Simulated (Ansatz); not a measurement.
A series at Si: from `[SiH3][GeH3]`, ligands are replaced one by one, each step taking up H–F and setting free H₂; n counts the steps. Ansatz, PBE0-D4/def2-TZVP geometries.

```
n             molecule  HOMO energy, ωB97M-V/def2-TZVPP (eV)
0       `[SiH3][GeH3]`                                     ?
1      `F[SiH2][GeH3]`                                -10.38
2    `F[SiH](F)[GeH3]`                                -10.58
3  `F[Si](F)(F)[GeH3]`                                -11.36
```

Q: By hand: fit a straight line y = ȳ + b (n − n̄) to the 3 given rows and predict n = 0.

A: n̄ = 2.000, ȳ = -10.773; Σ(n − n̄)(y − ȳ) = -0.980, Σ(n − n̄)² = 2.000, so b = -0.490 eV a step. Prediction: -10.773 + (-0.490) × (-2.000) = -9.79 eV.

Q: By hand: compare with the computed value, -10.34 eV, and give the steps along the whole series.

A: The line misses by -0.55 eV (computed minus predicted). Steps: -0.04, -0.20, -0.78 eV.

One step carries most of the change, so a line is a poor guide. The highest orbital can change its character along such a series. The miss is 53.9 % of the series' range.
